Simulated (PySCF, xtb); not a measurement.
B(Me)2(OSiH3) (C2H9BOSi), SMILES CB(C)O[SiH3]. Other conformers were not sampled.

Harmonic wavenumbers (cm⁻¹) from GFN2-xTB run with xtb at its own minimum, in rising order: 44, 59, 70, 77, 108, 258, 369, 386, 580, 612, 629, 743, 757, 797, 810, 834, 843, 904, 1010, 1117, 1378, 1382, 1390, 1490, 1491, 1495, 1498, 2211, 2261, 2275, 3010, 3016, 3035, 3037, 3044, 3045.

Problem. What does PySCF 2.14.0 with PBE-D3(BJ)/def2-SVP give at its own minimum? (Estimate from the structure and the level; the computed values follow.)

Solution. 28, 77, 94, 120, 126, 286, 375, 397, 613, 662, 697, 709, 777, 795, 910, 913, 917, 933, 944, 1121, 1241, 1288, 1315, 1374, 1382, 1395, 1404, 2163, 2170, 2200, 2954, 2960, 3030, 3035, 3068, 3082. Paired by order, the mean absolute difference is 51 cm⁻¹ and the zero-point energies are 65.9 and 65.1 kcal/mol.
